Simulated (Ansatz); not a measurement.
CH8OSSi2 can be A, `CO[SiH]([SiH3])S`, or B, `CO[SiH2]S[SiH3]`.

Program: Ansatz. Geometries: PBE0-D4/def2-TZVP. ΔE: electronic, gas phase. CCSD(T)/CBS adds triple-zeta CCSD(T) − MP2 to the extrapolated MP2 energy (def2 sets, frozen cores). Functionals use def2-TZVPP. Each species was taken in one conformer, which may not be the lowest.

A:

```xyz
13

C     1.428   -0.385    1.830
O     0.605   -0.659    0.715
Si   -0.467    0.417    0.094
Si   -1.492   -0.652   -1.709
S     0.438    2.254   -0.533
H     0.828   -0.145    2.715
H     2.102    0.453    1.625
H     2.021   -1.275    2.040
H    -1.410    0.888    1.148
H    -2.611    0.193   -2.206
H    -0.494   -0.816   -2.800
H    -2.021   -1.989   -1.329
H     1.072    1.715   -1.589
```

B:

Z-matrix (Å, degrees):
```
C
O 1 1.410
H 1 1.091 2 108.1
H 1 1.095 2 111.1 3 119.3
H 1 1.096 2 111.4 3 -119.3
Si 2 1.633 1 123.9 3 178.0
S 6 2.139 2 112.6 1 59.0
H 6 1.477 2 105.7 1 177.4
H 6 1.490 2 110.6 1 -60.8
Si 7 2.136 6 97.7 2 -101.1
H 10 1.484 7 111.4 6 -68.5
H 10 1.483 7 106.3 6 172.0
H 10 1.486 7 111.0 6 52.9
```

Task: Which isomer does CCSD(T)/CBS put lower? Give the gap. (Estimate.)

Result: Ansatz gave: B, by 61.5 kJ/mol.

Task: Give E(B) − E(A) in kJ/mol with CCSD(T)/def2-TZVPP, PBE-D4, HF/def2-TZVPP, ωB97M-V, LDA (SPW92), MP2/def2-TZVPP, CCSD(T)/def2-SVP. (An estimate is asked.)

Result: Ansatz gave: CCSD(T)/def2-TZVPP -58.8, PBE-D4 -48.2, HF/def2-TZVPP -66.4, ωB97M-V -63.6, LDA (SPW92) -47.6, MP2/def2-TZVPP -68.6, CCSD(T)/def2-SVP -53.4. None reverses the order clearly.

Task: Does the order hold for the free energy at 298.15 K (harmonic terms from PBE0-D4)? (An estimate is asked.)

Result: Computed: Yes: G(B) − G(A) = -57.4 kJ/mol, for one conformer each. Modes under 60 cm⁻¹, often nearly free rotors, make the harmonic entropy too high.

Largest T1 diagnostic: 0.012.

From PBE to PBE0 (25 % exact exchange), in def2-TZVPP and without D4, E(B) − E(A) moves by −5.7 kJ/mol. Leaving LDA and LC-ωPBE aside and taking each functional with its dispersion term where it has one, the values spread over 15.4 kJ/mol, from ωB97M-V to PBE-D4.
